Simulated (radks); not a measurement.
Values are calculated unless marked as measured or tabulated.
Q: Ba+, 55 electrons, occupied as [Xe] 6s1. Code: a radial shooting solver on a logarithmic mesh with Libxc functionals. Model: scalar-relativistic Kohn-Sham, exchange-only r2SCAN, spin-polarised, spherical densities, finite nucleus; open shells are filled with parallel spins first (spin-orbit coupling, left out, can overturn this in heavy ions); meta-GGA in the generalised Kohn-Sham scheme; Fermi nuclear charge, rms radius 4.8378 fm. Some entries of the table are withheld. Estimate them.

orbital  occ.  eigenvalue (eV)  <r^2> (bohr^2)
1s up       1        -37326.64       0.0008888
1s down     1        -37326.63       0.0008888
2s up       1        -5923.094         0.01420
2s down     1        -5923.091         0.01420
2p up       3        -5308.491         0.01130
2p down     3        -5308.488         0.01130
3s up       1        -1261.592         0.09701
3s down     1        -1261.585         0.09701
3p up       3        -1063.210         0.09720
3p down     3        -1063.202         0.09720
3d up       5        -775.3738         0.08388
3d down     5        -775.3666         0.08388
4s up       1        -254.6811          0.5129
4s down     1        -254.6609          0.5129
4p up       3        -190.1700          0.5820
4p down     3        -190.1483          0.5819
4d up       5         -96.0893          0.7450
4d down     5         -96.0588          0.7447
5s up       1              (1)           3.076
5s down     1              (2)           3.077
5p up       3         -24.1517           4.198
5p down     3         -24.0487           4.110
6s up       1          -7.4591           23.03

A: 
(1) 5s up eigenvalue (eV): -39.5324
(2) 5s down eigenvalue (eV): -39.4671
